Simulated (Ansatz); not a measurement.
## Ansatz (development build ahead of 0.2.0) run

```yaml
crystal:
  periodic: [false, false, false]
  atoms:
    - { symbol: Co, position_ang: [0.0, 0.0, 0.0] }
    - { symbol: F, position_ang: [0.0, 0.0, 1.74] }
    - { symbol: F, position_ang: [0.0, 0.0, -1.74] }
basis:
  gaussian: { orbitals: def2-SVP }
magnetization:
  initial_magnetization: 1
hamiltonian:
  xc: pbe0
output:
  forces: true
```

The input is written out in the form of the current development build from the run's settings.

The run gave:

- Converged: yes
- Total energy: -1581.66685 hartree
- Spin squared of the determinant: 0.750
- Stability test: minimum among restricted orbitals

Forces (eV/Å):
```
atom     Fx     Fy      Fz
 Co1  0.000  0.000   0.000
  F2  0.000  0.000  -0.471
  F3  0.000  0.000   0.471
```

Caution: another spin multiplicity may lie lower; an unrestricted determinant lies well below.
